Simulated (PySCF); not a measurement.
## Two-component Hartree-Fock for P⁴⁺ (phosphorus, charge +4)

Start: [Ne] 3s1; 3s1/2 filled at m_j = +1/2. Calculated with PySCF 2.14 in an uncontracted even-tempered set (20 s from 0.14 bohr⁻², ratio 2.4; 13 p from 0.18 bohr⁻², ratio 2.4; 5 d from 0.77 bohr⁻², ratio 2.6; 5 f from 1.2 bohr⁻², ratio 2.6): generalised Hartree-Fock with the X2C-1e Hamiltonian and a Gaussian nucleus; one run each with spin-orbit coupling (SO) switched off, then screened by Boettger's factors.

| spinor shell | electrons | ε, spin-free (eV) | ε, screened SO (eV) | weight of nominal j (screened SO) | rms radius, screened SO (bohr) |
| --- | --- | --- | --- | --- | --- |
| 1s1/2 | 2 | -2240.7 | -2240.7 | 1.000 | 0.120 |
| 2s1/2 | 2 | -261.47 | -261.47 | 1.000 | 0.558 |
| 2p1/2 | 2 | -203.21 | -203.93 | 0.947 | 0.535 |
| 2p3/2 | 4 | -203.21 | -202.86 | 0.974 | 0.536 |
| 3s1/2 | 1 | -64.613 | -64.613 | 1.000 | 1.72 |

| quantity | spin-free | screened SO |
| --- | --- | --- |
| E (hartree) | -337.55169 | -337.55214 |
| M_J | 1/2 | 1/2 |
| ⟨J²⟩ | 0.750 | 0.750 |
| ⟨L²⟩ | 0.000 | 0.000 |
| ⟨S²⟩ | 0.750 | 0.750 |

Each row is a mean over spinors that exchange with the open shell spreads, by up to 1.267 eV (2s1/2).

Without spin-orbit coupling the j labels of p, d and f shells carry no meaning; the spin-free column gives the mean over the occupied spinors of each nl shell.
